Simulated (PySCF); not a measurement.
# Electric field gradients and quadrupole coupling constants

C6H7NO.
SMILES with atom numbers: `[CH:1]#[C:2][C@H:3]1[CH2:4][CH2:5][NH:6][C:7]1=[O:8]` (hydrogens: H9 on C1; H10 on C3; H11, H12 on C4; H13, H14 on C5; H15 on N6)

Geometry (GFN2-xTB, Å), atoms numbered from 1 in this order:
```xyz
15
C6H7NO angstrom
C      2.7300   -0.3372   -0.3754
C      1.6270    0.0831   -0.5722
C      0.2735    0.5622   -0.7706
C     -0.7391   -0.5894   -0.8389
C     -1.1256   -0.8087    0.6278
N     -0.9322    0.4993    1.2063
C     -0.1439    1.3307    0.4959
O      0.1684    2.4533    0.8034
H      3.7064   -0.6890   -0.2246
H      0.2452    1.2150   -1.6456
H     -1.6112   -0.2776   -1.4145
H     -0.3175   -1.4846   -1.2918
H     -0.4670   -1.5462    1.1047
H     -2.1609   -1.1373    0.7442
H     -1.2576    0.7343    2.1294
```

Field gradients from the PBE0/pcSseg-1 density (PySCF, non-relativistic), principal values in atomic units, ordered |Vxx| ≤ |Vyy| ≤ |Vzz|:

```tsv
atom	Vxx	Vyy	Vzz
N6	0.4452	0.5207	-0.9659
O8	0.7465	0.8113	-1.5578
```

**Question.** Find the asymmetry η = (Vxx − Vyy)/Vzz and the couplings χ = eQV/h (234.96 MHz × Q in barn × V in au), with Q(14N) = 0.02044 b, Q(17O) = −0.0256 b.

**Answer.** 
```json
{"atom": "N6", "environment": "amide nitrogen", "nucleus": "14N", "η": "0.08", "χzz (MHz)": "-4.639", "χxx (MHz)": "2.138", "χyy (MHz)": "2.501"}
{"atom": "O8", "environment": "amide oxygen", "nucleus": "17O", "η": "0.04", "χzz (MHz)": "9.37", "χxx (MHz)": "-4.49", "χyy (MHz)": "-4.88"}
```

The gradient is axial or nearly so (η below 0.05) at O8. The tensor is traceless: Vxx + Vyy + Vzz = 0.

**Question.** What is Vzz at O8 in SI units (1 au = 9.71736 × 10²¹ V/m²)?

**Answer.** -1.5578 au = -15.138 × 10²¹ V/m².

**Question.** What couplings would deuterons (Q(2H) = 0.00286 b) have in place of the hydrogens, at this geometry?

**Answer.** 
```
atom  bonded to  bond length (Å)  Vzz (au)     η  χzz (kHz)
  H9         C1            1.049    0.3975  0.00        267
 H10         C3            1.092    0.2998  0.02        201
 H11         C4            1.091    0.3042  0.02        204
 H12         C4            1.088    0.3072  0.01        206
 H13         C5            1.098    0.2863  0.04        192
 H14         C5            1.092    0.2980  0.05        200
 H15         N6            1.007    0.4137  0.16        278
```

The structure is a single GFN2-xTB conformer in the gas phase; no vibrational or solvent corrections. GFN2-xTB bond lengths can be off by several hundredths of an ångström, more for odd bonds, and the gradients follow them. With a basis this small, the couplings can be 20 % off.
